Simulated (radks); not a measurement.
Values are calculated unless marked as measured or tabulated.
Species: Er3.5+. Configuration: [Xe] 4f9 6s1.5 (fractional occupations, a model configuration). Code: a radial shooting solver on a logarithmic mesh with Libxc functionals. Model: Dirac Kohn-Sham, PBEsol, spin-unpolarised, spherical densities, finite nucleus; open shells are shared between the two j in proportion to 2j + 1; Fermi nuclear charge, rms radius 5.2516 fm.

Unscreened Slater integrals over Kohn-Sham orbitals (eV). Large and small components are both included.

F0(6s1/2,6s1/2): 9.1120
F0(6s1/2,4f7/2): 11.852
G3(6s1/2,4f7/2): 0.50572
F0(6s1/2,4f5/2): 11.862
G3(6s1/2,4f5/2): 0.49907
F0(6s1/2,5p3/2): 11.010
G1(6s1/2,5p3/2): 1.0753
F0(4f7/2,4f7/2): 35.687
F2(4f7/2,4f7/2): 17.196
F4(4f7/2,4f7/2): 10.835
F6(4f7/2,4f7/2): 7.8081
F0(4f7/2,4f5/2): 35.892
F2(4f7/2,4f5/2): 17.296
F4(4f7/2,4f5/2): 10.899
G2(4f7/2,4f5/2): 17.246
G4(4f7/2,4f5/2): 10.869
G6(4f7/2,4f5/2): 7.8331
F0(4f7/2,5p3/2): 21.616
F2(4f7/2,5p3/2): 7.1726
G2(4f7/2,5p3/2): 3.2692
G4(4f7/2,5p3/2): 2.6324
F0(4f5/2,4f5/2): 36.100
F2(4f5/2,4f5/2): 17.400
F4(4f5/2,4f5/2): 10.965
F0(4f5/2,5p3/2): 21.659
F2(4f5/2,5p3/2): 7.1156
G2(4f5/2,5p3/2): 3.1935
G4(4f5/2,5p3/2): 2.5807
F0(5p3/2,5p3/2): 17.830
F2(5p3/2,5p3/2): 9.6659
